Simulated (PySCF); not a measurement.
This PySCF input asks for the NMR shieldings of `C[S@@+]1C=C(F)[CH2][AlH2-]1`, C$_{4}$H$_{8}$AlFS; the geometry comes from GFN2-xTB.

```python
import basis_set_exchange as bse
import numpy as np
from pyscf import gto, dft
from pyscf.prop import nmr

atoms = """
C     1.995651   -0.152163    0.273523
S     0.958876    0.063364   -1.212333
C    -0.321869   -1.123927   -0.974987
C    -1.223882   -0.970986   -0.003133
F    -2.204635   -1.899809    0.080436
C    -1.271210    0.130840    0.975480
Al   -0.530849    1.697220   -0.113075
H     1.992714   -1.199581    0.554427
H     1.631015    0.477964    1.086959
H     2.997559    0.155931   -0.008196
H    -0.345021   -1.941434   -1.675453
H    -0.639666   -0.115449    1.843883
H    -2.293550    0.182229    1.370502
H     0.574518    2.595577    0.508793
H    -1.324065    2.108213   -1.383428
"""
names = dict.fromkeys(["C", "S", "F", "Al", "H"], "pcSseg-1")
basis = {el: gto.basis.parse(bse.get_basis(n, elements=[el], fmt="nwchem")) for el, n in names.items()}
mol = gto.M(atom=atoms, basis=basis, charge=0, verbose=0)
mf = dft.RKS(mol, xc="PBE0")
mf.grids.level = 2
mf.grids.alignment = dft.numint.BLKSIZE   # the property module wants whole blocks of grid points
mf.conv_tol = 1e-9
mf.kernel()

calc = nmr.RKS(mf)   # GIAO
C = mf.mo_coeff
Co = C[:, mf.mo_occ > 0]
resp = mf.gen_response(singlet=True, hermi=2)
def vind(x):   # induced exchange potential for any number of trial vectors
    d = np.einsum("pi,xij,qj->xpq", C, 2 * x.reshape(-1, C.shape[1], Co.shape[1]), Co, optimize=True)
    return np.einsum("xpq,pi,qj->xij", resp(d - d.transpose(0, 2, 1)), C, Co, optimize=True).ravel()
mo1, _ = nmr.rhf.solve_mo1(calc, with_cphf=vind)
sigma = calc.kernel(mo1)
for i, s in enumerate(sigma):   # ppm
    print("%2d %-2s %9.2f" % (i, mol.atom_pure_symbol(i), np.trace(s) / 3))
```

Q: What are the results?

A: 
```
 0 C     158.38
 1 S     597.90
 2 C      87.30
 3 C      -8.83
 4 F     220.56
 5 C     168.84
 6 Al    376.66
 7 H      29.80
 8 H      28.06
 9 H      29.38
10 H      26.10
11 H      29.56
12 H      30.20
13 H      27.06
14 H      27.04
```

These numbers come from an equivalent density-fitted implementation of the same equations, which agrees with the script to about 0.01 ppm for H and up to a few tenths of a ppm for heavy atoms, so last digits may differ.

Size and cost of the density-fitted run: 173 basis functions, 58 s wall time on 1 thread of an Arm Neoverse N1, shared host; peak memory 0.79 GiB.
